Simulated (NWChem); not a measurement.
Molecule: WS₂F₂; SMILES [F][W]([F])(=[S])=[S]

```xyz
5

W      0.0000     0.0000    -0.2099
S      1.7031     0.0000     1.0471
S     -1.7031     0.0000     1.0471
F      0.0000     1.5698    -1.1917
F      0.0000    -1.5698    -1.1917
```
Atoms are numbered in this order, from 1.

Level: PBE0/def2-SVP with def2 effective core potentials on W (NWChem), optimised geometry, unscaled harmonic frequencies. def2 effective core potentials on W; no spin-orbit coupling.

```json
[
 {"frequency (cm⁻¹)": "175", "IR intensity (km/mol)": "1.9"},
 {"frequency (cm⁻¹)": "177", "IR intensity (km/mol)": "4.9"},
 {"frequency (cm⁻¹)": "198", "IR intensity (km/mol)": "0.0"},
 {"frequency (cm⁻¹)": "205", "IR intensity (km/mol)": "0.0"},
 {"frequency (cm⁻¹)": "208", "IR intensity (km/mol)": "0.6"},
 {"frequency (cm⁻¹)": "570", "IR intensity (km/mol)": "86.7"},
 {"frequency (cm⁻¹)": "575", "IR intensity (km/mol)": "13.4"},
 {"frequency (cm⁻¹)": "709", "IR intensity (km/mol)": "100.2"},
 {"frequency (cm⁻¹)": "719", "IR intensity (km/mol)": "102.8"}
]
```

```yaml
zero_point_energy: 5.1 kcal/mol
thermal correction to the enthalpy at 298.15 K (with zero-point energy): 9.6 kcal/mol
heat capacity Cv: 19.0 cal/(mol K)
entropy at 298.15 K and 1 atm (symmetry number 2): 82.3 cal/(mol K)
```

Rigid rotor and harmonic oscillator.
